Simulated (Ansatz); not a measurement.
Ansatz (a program for electronic structure) input file for TiCl2, SMILES [Cl][Ti][Cl] (connectivity only; charge and spin as stated), neutral, multiplicity 3, PBE0-D3(BJ)/def2-TZVP. 

Ansatz 0.2 input:
```yaml
crystal:
  periodic: [false, false, false]
  atoms:
    - {symbol: Ti, position_ang: [0.00000000, -0.00000000, 0.50757523]}
    - {symbol: Cl, position_ang: [-0.00000000, -1.94064656, -0.32843103]}
    - {symbol: Cl, position_ang: [0.00000000, 1.94064656, -0.32843103]}
basis:
  gaussian:
    orbitals: def2-TZVP
hamiltonian:
  xc: pbe0
  dispersion: d3bj
magnetization: {spin_polarized: true, initial_magnetization: 2}
relax: {f_tol: 0.002, max_steps: 200}
```

Output:

```
WARN ansatz: RAYON_NUM_THREADS=1 ignored (pool sized by the plan → 1); use --threads N
Functional definition: PBE0
integrals: 0.05 GiB planned
1002 factors; their error is unknown
mean field: 0.66 GiB planned
mean field evaluation 1: about -48148.0730 eV, gradient 2.1e1 eV
mean field evaluation 2: about -48146.1143 eV, gradient 3.0e1 eV
mean field evaluation 4: about -48149.9261 eV, gradient 9.7e-1 eV
mean field evaluation 8: about -48149.9363 eV, gradient 6.8e-2 eV
mean field evaluation 16: about -48150.1381 eV, gradient 2.2e-3 eV
mean field evaluation 32: about -48150.1127 eV, gradient 2.0e0 eV
mean field -48150.13811098 eV, -1769.4849382427 hartree, gradient 1.2e-8 eV, S^2 2.007722; 4 other end points of the search recorded, 0 dependent functions left out
the calculation of the forces begins
reference -48150.13814893 eV, -1769.4849396372 hartree; 29, 27 occupied and 90, 92 virtual orbitals, 1002 factors
relax step   1: F+E_penalty+E_count = -48150.20863688 eV  Δ(F+E_penalty+E_count) = +0.000e0 eV  max|allowed force component| = 1.893e0 eV/Å  Δτ_max = 0.0000 Å  (183 SCF iters, accepted)
these checks for a lower state are left out or cut short: starts, cluster_reference, orbital_swaps, neighbouring_geometries, increment
integrals: 0.05 GiB planned
1002 factors; their error is unknown
mean field: 0.66 GiB planned
mean field -48150.35863276 eV, -1769.4930422686 hartree, gradient 7.9e-6 eV, S^2 2.008293; 0 other end points of the search recorded, 0 dependent functions left out
the calculation of the forces begins
reference -48150.35866920 eV, -1769.4930436079 hartree; 29, 27 occupied and 90, 92 virtual orbitals, 1002 factors
relax step   2: F+E_penalty+E_count = -48150.42650145 eV  Δ(F+E_penalty+E_count) = -2.179e-1 eV  max|allowed force component| = 1.584e-1 eV/Å  Δτ_max = 0.1143 Å  (60 SCF iters, accepted)
these checks for a lower state are left out or cut short: starts, cluster_reference, orbital_swaps, neighbouring_geometries, increment
integrals: 0.05 GiB planned
1002 factors; their error is unknown
mean field: 0.66 GiB planned
mean field evaluation 64: about -48150.3789 eV, gradient 3.2e-3 eV
mean field -48150.37888400 eV, -1769.4937864880 hartree, gradient 3.1e-6 eV, S^2 2.008423; 0 other end points of the search recorded, 0 dependent functions left out
the calculation of the forces begins
reference -48150.37892012 eV, -1769.4937878155 hartree; 29, 27 occupied and 90, 92 virtual orbitals, 1002 factors
relax step   3: F+E_penalty+E_count = -48150.44559649 eV  Δ(F+E_penalty+E_count) = -1.910e-2 eV  max|allowed force component| = 1.684e-1 eV/Å  Δτ_max = 0.0673 Å  (62 SCF iters, accepted)
these checks for a lower state are left out or cut short: starts, cluster_reference, orbital_swaps, neighbouring_geometries, increment
integrals: 0.05 GiB planned
1002 factors; their error is unknown
mean field: 0.65 GiB planned
mean field -48150.39624297 eV, -1769.4944244184 hartree, gradient 3.7e-6 eV, S^2 2.008595; 0 other end points of the search recorded, 0 dependent functions left out
the calculation of the forces begins
reference -48150.39627868 eV, -1769.4944257305 hartree; 29, 27 occupied and 90, 92 virtual orbitals, 1002 factors
relax step   4: F+E_penalty+E_count = -48150.46158438 eV  Δ(F+E_penalty+E_count) = -1.599e-2 eV  max|allowed force component| = 1.616e-1 eV/Å  Δτ_max = 0.1333 Å  (64 SCF iters, accepted)
these checks for a lower state are left out or cut short: starts, cluster_reference, orbital_swaps, neighbouring_geometries, increment
integrals: 0.05 GiB planned
1002 factors; their error is unknown
mean field: 0.65 GiB planned
mean field evaluation 96: about -48150.4040 eV, gradient 7.9e-6 eV
mean field -48150.40398301 eV, -1769.4947088597 hartree, gradient 7.9e-6 eV, S^2 2.008640; 0 other end points of the search recorded, 0 dependent functions left out
the calculation of the forces begins
reference -48150.40401871 eV, -1769.4947101714 hartree; 29, 27 occupied and 90, 92 virtual orbitals, 1002 factors
relax step   5: F+E_penalty+E_count = -48150.46893171 eV  Δ(F+E_penalty+E_count) = -7.347e-3 eV  max|allowed force component| = 6.170e-2 eV/Å  Δτ_max = 0.1245 Å  (65 SCF iters, accepted)
these checks for a lower state are left out or cut short: starts, cluster_reference, orbital_swaps, neighbouring_geometries, increment
integrals: 0.05 GiB planned
1002 factors; their error is unknown
mean field: 0.66 GiB planned
mean field -48150.40558361 eV, -1769.4947676805 hartree, gradient 3.0e-6 eV, S^2 2.008718; 0 other end points of the search recorded, 0 dependent functions left out
the calculation of the forces begins
reference -48150.40561907 eV, -1769.4947689838 hartree; 29, 27 occupied and 90, 92 virtual orbitals, 1002 factors
relax step   6: F+E_penalty+E_count = -48150.47017920 eV  Δ(F+E_penalty+E_count) = -1.247e-3 eV  max|allowed force component| = 1.220e-2 eV/Å  Δτ_max = 0.0680 Å  (65 SCF iters, accepted)
these checks for a lower state are left out or cut short: starts, cluster_reference, orbital_swaps, neighbouring_geometries, increment
integrals: 0.05 GiB planned
1002 factors; their error is unknown
mean field: 0.65 GiB planned
mean field -48150.40589413 eV, -1769.4947790918 hartree, gradient 4.2e-11 eV, S^2 2.008734; 0 other end points of the search recorded, 0 dependent functions left out
the calculation of the forces begins
reference -48150.40592951 eV, -1769.4947803922 hartree; 29, 27 occupied and 90, 92 virtual orbitals, 1002 factors
relax step   7: F+E_penalty+E_count = -48150.47041814 eV  Δ(F+E_penalty+E_count) = -2.389e-4 eV  max|allowed force component| = 3.079e-3 eV/Å  Δτ_max = 0.0338 Å  (129 SCF iters, accepted)
these checks for a lower state are left out or cut short: starts, cluster_reference, orbital_swaps, neighbouring_geometries, increment
integrals: 0.05 GiB planned
1002 factors; their error is unknown
mean field: 0.65 GiB planned
mean field evaluation 128: about -48150.4061 eV, gradient 9.0e-2 eV
mean field -48150.40615126 eV, -1769.4947885414 hartree, gradient 8.6e-6 eV, S^2 2.008761; 0 other end points of the search recorded, 0 dependent functions left out
the calculation of the forces begins
reference -48150.40618655 eV, -1769.4947898380 hartree; 29, 27 occupied and 90, 92 virtual orbitals, 1002 factors
relax step   8: F+E_penalty+E_count = -48150.47056268 eV  Δ(F+E_penalty+E_count) = -1.445e-4 eV  max|allowed force component| = 1.764e-2 eV/Å  Δτ_max = 0.0439 Å  (65 SCF iters, accepted)
these checks for a lower state are left out or cut short: starts, cluster_reference, orbital_swaps, neighbouring_geometries, increment
integrals: 0.05 GiB planned
1002 factors; their error is unknown
mean field: 0.65 GiB planned
mean field -48150.40622477 eV, -1769.4947912426 hartree, gradient 2.3e-6 eV, S^2 2.008766; 0 other end points of the search recorded, 0 dependent functions left out
the calculation of the forces begins
reference -48150.40626002 eV, -1769.4947925383 hartree; 29, 27 occupied and 90, 92 virtual orbitals, 1002 factors
relax step   9: F+E_penalty+E_count = -48150.47061411 eV  Δ(F+E_penalty+E_count) = -5.142e-5 eV  max|allowed force component| = 1.346e-2 eV/Å  Δτ_max = 0.0205 Å  (111 SCF iters, accepted)
these checks for a lower state are left out or cut short: starts, cluster_reference, orbital_swaps, neighbouring_geometries, increment
integrals: 0.05 GiB planned
1002 factors; their error is unknown
mean field: 0.65 GiB planned
mean field evaluation 160: about -48150.4063 eV, gradient 3.7e-5 eV
mean field -48150.40626559 eV, -1769.4947927428 hartree, gradient 2.4e-6 eV, S^2 2.008768; 0 other end points of the search recorded, 0 dependent functions left out
the calculation of the forces begins
reference -48150.40630084 eV, -1769.4947940381 hartree; 29, 27 occupied and 90, 92 virtual orbitals, 1002 factors
relax step  10: F+E_penalty+E_count = -48150.47064813 eV  Δ(F+E_penalty+E_count) = -3.402e-5 eV  max|allowed force component| = 4.273e-3 eV/Å  Δτ_max = 0.0191 Å  (170 SCF iters, accepted)
these checks for a lower state are left out or cut short: starts, cluster_reference, orbital_swaps, neighbouring_geometries, increment
integrals: 0.05 GiB planned
1002 factors; their error is unknown
mean field: 0.66 GiB planned
mean field evaluation 192: about -48150.4063 eV, gradient 1.7e-5 eV
mean field -48150.40628110 eV, -1769.4947933129 hartree, gradient 5.6e-7 eV, S^2 2.008769; 0 other end points of the search recorded, 0 dependent functions left out
the calculation of the forces begins
reference -48150.40631634 eV, -1769.4947946080 hartree; 29, 27 occupied and 90, 92 virtual orbitals, 1002 factors
relax step  11: F+E_penalty+E_count = -48150.47065792 eV  Δ(F+E_penalty+E_count) = -9.792e-6 eV  max|allowed force component| = 1.519e-3 eV/Å  Δτ_max = 0.0139 Å  (214 SCF iters, accepted)
these checks for a lower state are left out or cut short: starts, cluster_reference, orbital_swaps, neighbouring_geometries, increment
integrals: 0.05 GiB planned
1002 factors; their error is unknown
mean field: 0.66 GiB planned
mean field evaluation 224: about -48150.4063 eV, gradient 8.7e-6 eV
mean field -48150.40629049 eV, -1769.4947936579 hartree, gradient 8.3e-7 eV, S^2 2.008770; 0 other end points of the search recorded, 0 dependent functions left out
the calculation of the forces begins
reference -48150.40632573 eV, -1769.4947949529 hartree; 29, 27 occupied and 90, 92 virtual orbitals, 1002 factors
relax step  12: F+E_penalty+E_count = -48150.47066210 eV  Δ(F+E_penalty+E_count) = -4.176e-6 eV  max|allowed force component| = 1.348e-3 eV/Å  Δτ_max = 0.0131 Å  (209 SCF iters, accepted)
these checks for a lower state are left out or cut short: starts, cluster_reference, orbital_swaps, neighbouring_geometries, increment
integrals: 0.05 GiB planned
1002 factors; their error is unknown
mean field: 0.66 GiB planned
mean field evaluation 256: about -48150.4063 eV, gradient 1.0e-5 eV
mean field -48150.40629281 eV, -1769.4947937433 hartree, gradient 5.9e-6 eV, S^2 2.008771; 0 other end points of the search recorded, 0 dependent functions left out
the calculation of the forces begins
reference -48150.40632805 eV, -1769.4947950382 hartree; 29, 27 occupied and 90, 92 virtual orbitals, 1002 factors
relax step  13: F+E_penalty+E_count = -48150.47066355 eV  Δ(F+E_penalty+E_count) = -1.451e-6 eV  max|allowed force component| = 4.640e-4 eV/Å  Δτ_max = 0.0099 Å  (163 SCF iters, accepted)
these checks for a lower state are left out or cut short: starts, cluster_reference, orbital_swaps, neighbouring_geometries, increment
integrals: 0.05 GiB planned
1002 factors; their error is unknown
mean field: 0.66 GiB planned
mean field evaluation 288: about -48150.4063 eV, gradient 4.0e-6 eV
mean field -48150.40629255 eV, -1769.4947937336 hartree, gradient 4.0e-6 eV, S^2 2.008771; 0 other end points of the search recorded, 0 dependent functions left out
the calculation of the forces begins
reference -48150.40632779 eV, -1769.4947950285 hartree; 29, 27 occupied and 90, 92 virtual orbitals, 1002 factors
relax step  14: F+E_penalty+E_count = -48150.47066376 eV  Δ(F+E_penalty+E_count) = -2.114e-7 eV  max|allowed force component| = 1.507e-4 eV/Å  Δτ_max = 0.0047 Å  (155 SCF iters, accepted)
integrals: 0.05 GiB planned
1002 factors; their error is unknown
mean field: 0.66 GiB planned
mean field evaluation 320: about -48150.4063 eV, gradient 7.4e-4 eV
mean field evaluation 352: about -48150.4063 eV, gradient 2.3e-5 eV
mean field evaluation 384: about -48150.4063 eV, gradient 6.2e-6 eV
mean field evaluation 416: about -48150.4062 eV, gradient 1.3e-1 eV
mean field -48150.40629441 eV, -1769.4947938020 hartree, gradient 3.8e-11 eV, S^2 2.008771; 10 other end points of the search recorded, 0 dependent functions left out
the calculation of the forces begins
reference -48150.40632966 eV, -1769.4947950973 hartree; 29, 27 occupied and 90, 92 virtual orbitals, 1002 factors
Total energy: -48150.47070087 eV, -1769.4971606957 hartree
Atom 0 at    -0.000000    -0.000000    -0.048537 Å, force     0.000000     0.000000    -0.000010 eV/Å
Atom 1 at     0.000000    -2.235815    -0.050375 Å, force    -0.000000    -0.000145     0.000005 eV/Å
Atom 2 at     0.000000     2.235815    -0.050375 Å, force    -0.000000     0.000145     0.000005 eV/Å
Dipole moment:     0.000000    -0.000000     0.001277 e Å
```

The run converged.

Cost: around 8 core-minutes (rough).
